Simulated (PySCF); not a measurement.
# Frontier levels across methods

Species: C2H7FOSi.
Z-matrix (Å and degrees, PBE0-D3(BJ)/def2-SVP geometry), rows numbered from 1:
```
O 
C   1  1.4003
C   2  1.5101  1  112.01
F   3  1.3990  2  108.00  1    69.34
Si  3  1.9152  2  113.41  1   -49.20
H   1  0.9643  2  106.99  3   -58.47
H   2  1.1092  1  111.94  3   122.41
H   2  1.1018  1  107.42  3  -119.95
H   3  1.1055  2  109.81  1  -173.53
H   5  1.4930  3  108.55  2  -170.01
H   5  1.4939  3  108.89  2   -51.15
H   5  1.4890  3  110.60  2    70.59
```

Basis pcSseg-2 throughout (PySCF), one geometry. One conformer (not necessarily the lowest) at the PBE0-D3(BJ)/def2-SVP geometry, without solvent, vibrations or thermal averaging.

Question: How do the orbital energies, the gap and the dipole change with the method?

Answer: 
| method | kind | HOMO (eV) | LUMO (eV) | gap (eV) | μ (D) | SCF cycles |
| --- | --- | --- | --- | --- | --- | --- |
| OPBE | GGA | -6.54 | -0.29 | 6.26 | 1.10 | 14 |
| BLYP | GGA | -6.55 | -0.44 | 6.11 | 1.17 | 14 |
| PBE | GGA | -6.62 | -0.49 | 6.13 | 1.15 | 14 |
| B97-D | GGA | -6.65 | -0.32 | 6.33 | 1.16 | 14 |
| BP86 | GGA | -6.74 | -0.44 | 6.30 | 1.17 | 14 |
| LDA | LDA | -6.77 | -0.69 | 6.09 | 1.20 | 14 |
| KT2 | GGA | -6.78 | -0.54 | 6.24 | 1.15 | 15 |
| KT3 | GGA | -6.78 | -0.56 | 6.22 | 1.12 | 15 |
| B97-2 | global hybrid | -7.93 | 0.35 | 8.28 | 1.22 | 13 |
| B3LYP | global hybrid | -7.98 | 0.03 | 8.02 | 1.24 | 13 |
| PBE0 | global hybrid | -8.20 | 0.31 | 8.51 | 1.23 | 13 |
| mPW1PW91 | global hybrid | -8.24 | 0.31 | 8.55 | 1.23 | 13 |
| CAM-B3LYP | range-separated hybrid | -9.68 | 1.08 | 10.75 | 1.29 | 13 |
| BHandHLYP | global hybrid | -9.70 | 0.93 | 10.63 | 1.32 | 12 |
| wB97X-D | range-separated hybrid | -10.11 | 2.04 | 12.15 | 1.26 | 14 |
| LC-wPBE | range-separated hybrid | -10.99 | 2.23 | 13.22 | 1.30 | 14 |
| HF | Hartree–Fock | -11.88 | 2.64 | 14.52 | 1.40 | 10 |

The HOMO spans 5.33 eV, from OPBE down to HF, and the gap runs from 6.09 eV (LDA) to 14.52 eV (HF). Over the methods OPBE (0 %), BLYP (0 %), PBE (0 %), B97-D (0 %), BP86 (0 %), LDA (0 %), KT2 (0 %), KT3 (0 %), B97-2 (21 %), B3LYP (20 %), PBE0 (25 %), mPW1PW91 (25 %), BHandHLYP (50 %), HF (100 %), a straight line through the gap against the share of exact exchange rises by 0.84 eV for each 10 % (correlation coefficient 0.998). The dipole ranges from 1.10 D (OPBE) to 1.40 D (HF). This basis has no diffuse functions.
